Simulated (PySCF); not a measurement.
This script is equivalent to a calculation on Pd (palladium, neutral).

```python
from pyscf import gto, scf, dft, mp, cc
import basis_set_exchange as bse
txt = bse.get_basis("aug-cc-pVDZ-PP", elements=["Pd"], fmt="nwchem", header=False)
cut = txt.index("\nECP")
mol = gto.M(atom="Pd 0 0 0", charge=0, spin=0, symmetry="D2h",
            basis=gto.basis.parse(txt[:cut]),
            ecp={"Pd": gto.basis.parse_ecp(txt[cut:])})
mf = dft.UKS(mol, xc="PBE")
mf.irrep_nelec = {'Ag': (3, 3), 'B1g': (1, 1), 'B2g': (1, 1), 'B3g': (1, 1), 'B1u': (1, 1), 'B2u': (1, 1), 'B3u': (1, 1)}
mf.kernel()
```

Problem. What total energy does it give?

Solution. -127.457 hartree (calculated).

Problem. Which occupied shell lies highest, and where?

Solution. 4d, at -4.008 eV.

Energies and moments cover only the electrons outside the core potential.
